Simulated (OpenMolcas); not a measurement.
W2+ among 6 point charges of -0.8 e arranged as an octahedron (Oh), 2.19 Å from the ion.

```json
{
 "Program": "OpenMolcas",
 "Method": "SS-CASPT2, IPEA 0.25 Eh, imaginary shift 0.1 Eh (closed shells correlated: 4f 5s 5p)",
 "Basis": "ANO-RCC-VDZP [7s6p4d2f1g]",
 "Scalar Hamiltonian": "DKH2, point nucleus",
 "Active space": "4 electrons in 5 orbitals (5d)",
 "State averaging": "2S+1 = 5 even, 5 roots; 2S+1 = 3 even, 45 roots; 2S+1 = 1 even, 50 roots",
 "Spin-orbit coupling": "RASSI with atomic mean-field integrals over the reference wave functions"
}
```

Problem. What is the spin-free ground state (labels of O, the rotations of Oh)?

Solution. 5E, 2-fold in its orbital part, 100 % from free-ion D terms; it has the highest spin that d4 allows.

Problem. Where is the first state of the same spin?

Solution. 5T2 at 6720 cm-1 above the ground state.

Problem. What are the lowest two levels with spin-orbit coupling?

Solution. A 1-fold level A1, then a 3-fold level T1 1920 cm-1 above it. Their leading multiplicities are 5 (70 %) and 5 (86 %).

Problem. What is χT at 300 K?

Solution. 0.24 cm3 K/mol.

Roots that are degenerate in the reference are averaged as groups; the widest CASPT2 spread within a group is 610 cm-1 (the 3-fold group of multiplicity 1 near 27300 cm-1 above the lowest state of its run). Shifts and gaps below about the spread of the groups concerned are not significant. Spin-orbit coupling mixes the spin-free states strongly: the lowest level takes only 55 % from its leading state, 5E. An orbital doublet at a regular site is open to a Jahn-Teller distortion, which this geometry leaves out. This shell can be high or low spin here, a state of another spin lies low, and with metal d orbitals alone active their balance is uncertain, so the ground spin may be wrong. Point charges give a weaker field than real ligands, and real ions of this kind are as a rule low spin; the high spin found here belongs to the model. Free-ion shares, where given, are those of the reference states; single-state CASPT2 does not remix them. This is an electrostatic model: the charges have no orbitals. No measured value stands beside these numbers.
